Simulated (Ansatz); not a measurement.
Consider the formal exchange of groups at a C–C bond: `CC(=O)[Te][SiH3]` + `[CH3][GeH]([CH3])[Cl]` → `[CH3][Ge]([CH3])([CH3])[Cl]` + `O=C[Te][SiH3]`.

Calculated with Ansatz (gas phase, PBE0-D4/def2-TZVP geometries, no zero-point term in ΔE). CCSD(T)/CBS is the MP2 limit (def2-TZVPP, def2-QZVPP) plus CCSD(T) − MP2 in def2-TZVPP, frozen cores. def2 core potentials past Kr. For Ge, Te outer-core shells are correlated without core-valence functions, which leaves a few kJ/mol of doubt a bond. Scalar relativity is left out up to krypton. Each species was taken in one conformer, which may not be the lowest.

| species | MP2/def2-QZVPP energy (Eh) |
| --- | --- |
| `CC(=O)[Te][SiH3]` | -711.48801 |
| `[CH3][GeH]([CH3])[Cl]` | -2615.95921 |
| `[CH3][Ge]([CH3])([CH3])[Cl]` | -2655.21136 |
| `O=C[Te][SiH3]` | -672.23973 |

Q: Work out ΔE.

A: ΔE = (-2655.21136) + (-672.23973) − (-711.48801) − (-2615.95921) = -0.00387 Eh = -2.4 kcal/mol. CCSD(T)/CBS gives -2.0 kcal/mol.

Largest T1 diagnostic among the species: 0.016.

In def2-TZVPP, CCSD(T) changes the Hartree–Fock value by −2.3 kcal/mol (the triples alone add −0.1 kcal/mol) and MP2 by −2.5 kcal/mol.
